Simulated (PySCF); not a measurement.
FH₂In.
Bonds: F1–In2. Hydrogens: H3, H4 on In2.

Computed by this run: PBE0-D3(BJ)/def2-SVP geometry optimisation, gas phase, def2 core potentials past Kr in PySCF; density fitting, grid level 1; the optimiser is geomeTRIC in internal coordinates, started from a GFN2-xTB structure with every atom displaced at random (about 0.01 Å).

Step 0: E = -7918.2405 eV
```
atom  x, y, z in Å  |  force x, y, z in eV/Å
F1     -1.4961   -1.0056   -0.0197   -0.645  -0.379  -0.007
In2     0.1115    0.0708   -0.0066    0.468   0.481   0.002
H3      1.5214   -0.8436   -0.0057    0.390  -0.387   0.002
H4     -0.0988    1.7530   -0.0010   -0.214   0.285   0.003
```

**Question.** Estimate the geometry and energy of step 1. (The exact step hangs on the optimiser's Hessian estimate; all steps are aligned on step 0, rigid shifts and turns removed.)

**Answer.** E = -7918.2397 eV, largest force 1.131 eV/Å
```
atom  x, y, z in Å  |  force x, y, z in eV/Å
F1     -1.5456   -0.9951   -0.0193    0.967   0.587   0.001
In2     0.1661    0.0940   -0.0081   -0.683  -0.575   0.002
H3      1.5857   -0.9131   -0.0050   -0.291   0.157  -0.001
H4     -0.1683    1.7888   -0.0005    0.007  -0.169  -0.001
```

The energy changes by +0.0008 eV. The first-order estimate −F·Δx gives -0.1418 eV and the mean of the old and new forces, exact on a quadratic surface, -0.0067 eV. The step makes an angle of 36° with the force vector and moves no atom by more than 0.095 Å. The energy falls at the start of this step and ends higher, so the step passed the lowest point of its straight line.

The cost below is that of the whole optimisation. On Intel Xeon Platinum 8488C, one thread, shared host with 192 logical CPUs at a one-minute load of 162, this took 6.5 s wall and 0.26 GiB of memory at its peak.
